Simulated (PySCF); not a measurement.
pent-4-en-1-ol (C5H10O), SMILES C=CCCCO.

Geometry: B3LYP-D3(BJ)/def2-SVP. One conformer was computed; it need not be the lowest.

Calculation: B3LYP-D3(BJ)/def2-SVP in PySCF.

No scaling factor is applied to the harmonic values.

Computed normal modes with their intensities:
| mode | ν (cm⁻¹) | IR (km/mol) | moving atoms (share of kinetic energy) |
|---|---|---|---|
| 1 | 54 | 0.3 | C 43 %, O 34 %, H 22 % |
| 2 | 89 | 2.2 | C 56 %, H 34 %, O 10 % |
| 3 | 189 | 9.5 | C 41 %, H 33 %, O 25 % |
| 4 | 251 | 24.4 | H 51 %, C 38 %, O 10 % |
| 5 | 287 | 91.7 | H 84 %, C 13 % |
| 6 | 367 | 3.0 | H 51 %, C 36 %, O 13 % |
| 7 | 421 | 3.8 | C 52 %, H 46 % |
| 8 | 516 | 5.6 | H 45 %, C 42 %, O 13 % |
| 9 | 680 | 10.9 | H 55 %, C 44 % |
| 10 | 766 | 2.6 | H 69 %, C 27 % |
| 11 | 853 | 3.2 | C 62 %, H 37 % |
| 12 | 930 | 0.7 | H 56 %, C 40 % |
| 13 | 939 | 32.0 | H 73 %, C 27 % |
| 14 | 957 | 27.6 | H 53 %, C 40 % |
| 15 | 1027 | 5.1 | H 63 %, C 30 % |
| 16 | 1048 | 10.7 | H 89 %, C 11 % |
| 17 | 1084 | 7.6 | C 53 %, H 46 % |
| 18 | 1105 | 58.7 | C 43 %, H 41 %, O 16 % |
| 19 | 1144 | 7.5 | H 47 %, C 44 %, O 10 % |
| 20 | 1199 | 15.1 | H 72 %, C 27 % |
| 21 | 1244 | 4.8 | H 82 %, C 15 % |
| 22 | 1269 | 35.5 | H 80 %, C 16 % |
| 23 | 1299 | 2.7 | H 80 %, C 20 % |
| 24 | 1309 | 11.1 | H 87 %, C 12 % |
| 25 | 1351 | 2.4 | H 73 %, C 27 % |
| 26 | 1378 | 5.9 | H 67 %, C 33 % |
| 27 | 1429 | 1.7 | H 86 %, C 14 % |
| 28 | 1448 | 2.8 | H 89 %, C 10 % |
| 29 | 1455 | 2.0 | H 68 %, C 30 % |
| 30 | 1465 | 13.0 | H 84 %, C 16 % |
| 31 | 1509 | 7.2 | H 92 % |
| 32 | 1722 | 8.4 | C 87 %, H 13 % |
| 33 | 2968 | 61.5 | H 95 % |
| 34 | 2999 | 55.3 | H 90 %, C 10 % |
| 35 | 3033 | 36.7 | H 94 % |
| 36 | 3040 | 24.4 | H 94 % |
| 37 | 3080 | 25.9 | H 90 %, C 10 % |
| 38 | 3092 | 23.4 | H 90 %, C 10 % |
| 39 | 3124 | 13.1 | H 95 % |
| 40 | 3140 | 9.9 | H 92 %, C 8 % |
| 41 | 3220 | 14.7 | H 89 %, C 11 % |
| 42 | 3834 | 35.2 | H 94 % |
